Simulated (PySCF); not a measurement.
**A small calculation by hand: oscillator strength and radiative lifetime**

Te(I)(GeH3) (GeH3ITe), SMILES I[Te][GeH3].

Coordinates come from a B3LYP-D3(BJ)/def2-SVP optimisation. This is a generated structure with no PubChem entry under its InChIKey; it may be hypothetical. The def2 effective core potentials stand for the cores of I, Te; spin–orbit coupling is left out.

TDA-PBE/def2-SVPD run with PySCF 2.14.0 puts the first singlet state with f over 0.02 at 4.64 eV (vertical), with the transition dipole (0.232, 0.370, 0.000) in atomic units.

### Question
Find the oscillator strength, the wavelength and the radiative lifetime that this transition would have in vacuum if emission retraced absorption.

### Answer

|μ|² = 0.1907 au, so |μ| = 1.11 D. ΔE = 4.64/27.211 = 0.1705 hartree. f = (2/3) ΔE |μ|² = 0.022 (the program prints 0.022).
λ = 1239.84/4.64 = 267 nm; ν = 37424 cm⁻¹.
Einstein's coefficient A = 0.6670 ν² f s⁻¹ (ν in cm⁻¹) = 2.0e7 s⁻¹, so τ = 1/A = 49 ns. This state is S6; the lower singlets have f = 0.001, 0.003, 0.001, 0.003, 0.006. The figure is the radiative limit of this one transition; relaxation, internal conversion, crossing to triplets and a medium change what is measured.
